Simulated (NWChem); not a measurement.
The numbers come from NWChem runs, not from measurements. System: CH₆N₂Si₂, charge 0, spin multiplicity 1, at a geometry optimised with PBE/def2-SVP. The structure started from a generated list of species. Level: MP2/def2-SVP, 13 core orbitals frozen.

Input file:

```
start mol
memory heap 200 mb stack 800 mb global 1000 mb
geometry units angstroms nocenter noautoz noautosym
  N      2.247828     0.398864     0.850426
  Si     0.907374    -0.229055    -0.053966
  C     -0.625361    -1.116595     0.747174
  N     -1.703398    -0.676206     0.173795
  Si    -1.124336     0.762830    -0.790292
  H      2.159392     1.177070     1.505179
  H      3.212680     0.257212     0.547624
  H      1.532214    -1.154056    -1.071323
  H     -0.692917    -1.938774     1.502334
  H     -1.591420     2.023771    -0.108944
  H     -1.641327     0.802895    -2.207854
end
basis spherical
  * library def2-svp
end
scf
  rhf
  nopen 0
  maxiter 100
  thresh 1e-7
  semidirect memsize 60000000 filesize 0
end
mp2
  freeze core 13
end
task mp2 energy
```

Output (cleaned and shortened):

```
             Northwest Computational Chemistry Package (NWChem) 7.3.0
             --------------------------------------------------------

                                NWChem Input Module
                                -------------------

 Scaling coordinates for geometry "geometry" by  1.889725989
 (inverse scale =  0.529177249)

                             Geometry "geometry" -> ""
                             -------------------------

 Output coordinates in angstroms (scale by  1.889725989 to convert to a.u.)

  No.       Tag          Charge          X              Y              Z
 ---- ---------------- ---------- -------------- -------------- --------------
    1 N                    7.0000     2.24782800     0.39886400     0.85042600
    2 Si                  14.0000     0.90737400    -0.22905500    -0.05396600
    3 C                    6.0000    -0.62536100    -1.11659500     0.74717400
    4 N                    7.0000    -1.70339800    -0.67620600     0.17379500
    5 Si                  14.0000    -1.12433600     0.76283000    -0.79029200
    6 H                    1.0000     2.15939200     1.17707000     1.50517900
    7 H                    1.0000     3.21268000     0.25721200     0.54762400
    8 H                    1.0000     1.53221400    -1.15405600    -1.07132300
    9 H                    1.0000    -0.69291700    -1.93877400     1.50233400
   10 H                    1.0000    -1.59142000     2.02377100    -0.10894400
   11 H                    1.0000    -1.64132700     0.80289500    -2.20785400

 Effective nuclear repulsion energy (a.u.)     269.6769290852

            Nuclear Dipole moment (a.u.)
            ----------------------------
        X                 Y               Z
 ---------------- ---------------- ----------------
    -0.0000037795     0.0000075589    -0.0000094486


 Summary of "ao basis" -> "" (spherical)
 ------------------------------------------------------------------------------
       Tag                 Description            Shells   Functions and Types
 ---------------- ------------------------------  ------  ---------------------
[...]
     1   1 0 0      1.409505      0.000000     -0.000004
     1   0 1 0      0.555778      0.000000      0.000008
     1   0 0 1      0.150308      0.000000     -0.000009

     2   2 0 0    -35.621274      0.000000    393.851344
     2   1 1 0      0.035418      0.000000      7.199870
     2   1 0 1      1.121507      0.000000     94.218901
     2   0 2 0    -34.003906      0.000000    114.127744
     2   0 1 1      0.220622      0.000000    -48.130234
     2   0 0 2    -33.897267      0.000000    100.935900

                   NWChem MP2 Semi-direct Energy/Gradient Module
                   ---------------------------------------------

  Basis functions       =    108
  Molecular orbitals    =    108
  Frozen core           =     13
  Frozen virtuals       =      0
  Active alpha occupied =     14
  Active beta occupied  =     14
  Active alpha virtual  =     81
  Active beta virtual   =     81
  Use MO symmetry       = F
  Use skeleton AO sym   = F

  AO/Fock/Back tols     =   1.0D-09  1.0D-09  1.0D-09

 GA uses MA = F    GA memory limited = T

 Available:
  local mem=  1.15D+08
 global mem=  1.31D+08
 local disk=  0.00D+00
  mp2_memr nvloc                    81
  nvloc new                    81
   1 passes of  14:        3145728                      52711                  20994483.
   1 passes of  14: M    114683726           G      131048672           F     111537998.

 Semi-direct pass number   1 of   1  for RHF alpha+beta  at        6.1s
  vrange nnbf                  5440
  mp2_eaftype                    80  avail_ma_in_mb                   999
 EAF : mp2_eaftype filesize          80   10497242.
  mp2_eaf for mointskh                     80
Node 0 wrote     49.4 Mb in      0.0 s     Agg I/O rate:  2256.6 Mb/s
 Done moints_semi at       10.4s
  mp2_eaftype                    80  avail_ma_in_mb                   919
 EAF : mp2_eaftype filesize          80   10497242.
  mp2_eaf for kh                    80
 Done maket at       10.7s
 Done multipass loop at       10.7s

          -------------------------------------------
          SCF energy                -727.809022739066
          Correlation energy          -0.648818018497
          Singlet pairs               -0.419297923086
          Triplet pairs               -0.229520095411
          Total MP2 energy          -728.457840757564
          -------------------------------------------

          ---------------------------------------------------
                    Spin Component Scaled (SCS) MP2
          Same spin pairs                     -0.153013396941
          Same spin scaling factor             0.333333333333
          Opposite spin pairs                 -0.495804621557
          Opposite spin scaling fact.          1.200000000000
          SCS-MP2 correlation energy          -0.645970011515
          Total SCS-MP2 energy              -728.454992750581
          ---------------------------------------------------

 -----------------------
 Performance information
 -----------------------

 Timer overhead =  2.39D-07 seconds/call

               Nr. of calls         CPU time (s)                 Wall time (s)                GFlops
             ---------------    -------------------     ------------------------------   -------------------
Name         Min   Avg   Max    Min     Avg     Max     Min     Avg     Max   Mx/calls   Min     Max     Sum
mp2: moin     1     1     1    4.3     4.3     4.3      4.3     4.3     4.3     4.3      0.0     0.0     0.0
mp2: make     1     1     1   0.32    0.32    0.32     0.32    0.32    0.32    0.32      0.0     0.0     0.0
mp2: tota     1     1     1    4.6     4.6     4.6      4.6     4.6     4.6     4.6      0.0     0.0     0.0

 The average no. of pstat calls per process was 3.00D+00
 with a timing overhead of 7.18D-07s

 Task  times  cpu:       10.7s     wall:       10.7s

 Total times  cpu:       10.7s     wall:       10.7s
```
